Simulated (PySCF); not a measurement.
C6H8F2.
InChI=1S/C6H8F2/c7-2-6(3-8)4-1-5(4)6/h4-5H,1-3H2/t4-,5+

Computed, not measured: PySCF, TDDFT CAM-B3LYP/def2-SVPD, vertical, gas phase, core orbitals frozen in the response. Geometry: GFN2-xTB, one conformer, isolated molecule. Torsions of this conformer, `[F:1][CH2:2][C:3]1([CH2:4][F:5])[C@@H:6]2[CH2:7][C@H:8]12`: F1–C2–C3–C4 173°, C2–C3–C4–F5 53°.

List the vertical singlet excitations with oscillator strengths and describe the spectrum.

```tsv
state	E (eV)	E (kJ/mol)	λ (nm)	f	main configurations (H = HOMO, L = LUMO)
S1	7.39	713	167.9	0.0059	H→L (77%), H→L+2 (16%)
S2	7.55	728	164.3	0.033	H→L+2 (49%), H→L+1 (35%), H→L+3 (8%)
S3	7.71	744	160.9	0.036	H→L+3 (76%), H→L+1 (16%)
S4	7.89	761	157.2	0.0092	H→L+1 (41%), H→L+2 (30%), H→L (16%)
S5	8.36	806	148.4	0.030	H→L+4 (68%), H→L+5 (18%)
S6	8.66	836	143.1	0.012	H→L+5 (38%), H→L+6 (34%)
S7	8.75	844	141.7	0.036	H-1→L+1 (53%), H-1→L (26%)
S8	8.88	857	139.7	0.042	H-1→L (54%), H-1→L+1 (16%), H-1→L+2 (12%)
```

Triplets, Tamm–Dancoff:

```csv
state,E (eV),λ (nm),"main configurations (H = HOMO, L = LUMO)"
T1,6.59,188.0,"H→L+3 (25%), H→L+7 (20%), H→L+5 (17%)"
T2,7.30,169.8,H→L (73%)
T3,7.39,167.9,"H→L+2 (43%), H→L+1 (41%)"
```

The lowest singlet lies at 7.39 eV (168 nm, vacuum ultraviolet) and is weak; its leading configuration is HOMO→LUMO (77%). The strongest level in the table is S8 at 8.88 eV (140 nm, f = 0.042). It is the last of those listed, so stronger ones may follow. Löwdin shares by element: HOMO carbon 76% or more (atoms not listed hold the other 24%); LUMO carbon 30% or more, hydrogen 19% or more (atoms not listed hold the other 51%). The oscillator strengths of these states sum to 0.203; summed over the whole spectrum of an exact calculation they would give the number of electrons, 62 (Thomas–Reiche–Kuhn). The listed states span 1.49 eV, and the widest gap between neighbours is 0.47 eV (S4 to S5). Of the 8 states listed, 6 reach f = 0.01 and none stays under 0.0005. Only the lowest 8 singlets were computed, as vertical energies without vibronic structure.

Without π bonds the low states are Rydberg-like; a valence basis with one diffuse set may place them up to an eV too high.
